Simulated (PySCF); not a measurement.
Ba³⁸⁺: ionisation energy

Ba³⁸⁺ [Ar] (1S) → Ba³⁹⁺ [Ne] 3s2 3p5 (2P), as a difference of total energies. Computed with PySCF 2.14 in an even-tempered Gaussian basis (16 s from 6.9 bohr⁻², ratio 2.5; 10 p from 9 bohr⁻², ratio 2.5; 5 d from 40 bohr⁻², ratio 2.7; 4 f from 60 bohr⁻², ratio 2.7), with the non-relativistic Hamiltonian (point nucleus). Correlated levels: outer shells: 1s2 frozen; virtual orbitals above 40 to 60 times the deepest correlated orbital energy dropped. The calculations carry no spin-orbit coupling.

```tsv
method	ionisation energy (eV)
UHF	2796.2
MP2 (outer shells)	2797.1
SCS-MP2 (outer shells)	2796.9
CCSD (outer shells)	2796.9
CCSD(T) (outer shells)	2796.9
```

A first-order spin-orbit estimate (lowest level to lowest level, LS coupling) adds -23.664 eV.

The gap to the reference is mostly relativistic.

For comparison: 2814 ± 4 eV (theoretical estimate listed by NIST; NIST Atomic Spectra Database, ionization energies).
